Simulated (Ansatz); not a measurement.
Consider the ligand exchange at the In–C bond: `[CH3][In]([F])[C]#N` + CH₃NH₂ → `C[NH][In]([CH3])[F]` + `C#N`.

Computed with Ansatz on PBE0-D4/def2-TZVP structures; ΔE is electronic, products minus reactants. CCSD(T)/CBS adds triple-zeta CCSD(T) − MP2 to the extrapolated MP2 energy (def2 sets, frozen cores). This one scheme is used for every species. DFT in def2-TZVPP. def2 core potentials past Kr. For In outer-core shells are correlated without core-valence functions, which leaves a few kJ/mol of doubt a bond. One conformer a species, not always the lowest.

(1) Is it downhill or uphill in electronic energy at CCSD(T)/CBS, and by how much? (Best estimate.)

(2) What do these levels give: r2SCAN0-D4, HF/def2-TZVPP, MP2/def2-TZVPP, CCSD/def2-TZVPP, CCSD(T)/def2-TZVPP, HF/CBS(def2)? (Estimate.)

Largest T1 diagnostic among the species: 0.015.

Answers

(1) The calculation gave: Uphill: ΔE = +5.6 kcal/mol.

(2) Ansatz gave: r2SCAN0-D4 7.5, HF/def2-TZVPP 11.2, MP2/def2-TZVPP 6.4, CCSD/def2-TZVPP 7.7, CCSD(T)/def2-TZVPP 7.2, HF/CBS(def2) 11.1 kcal/mol.

Leaving LDA and LC-ωPBE aside and taking each functional with its dispersion term where it has one, the values, not all of them listed here, spread over 2.6 kcal/mol, from BLYP-D4 to PBE-QIDH. LDA lies −2.6 kcal/mol from PBE without D4. From r2SCAN to r2SCAN0 (25 % exact exchange), in def2-TZVPP and without D4, ΔE moves by +1.0 kcal/mol. At CCSD(T), def2-SVP lies +0.9 kcal/mol from the extrapolated value and def2-TZVPP +1.7 kcal/mol.
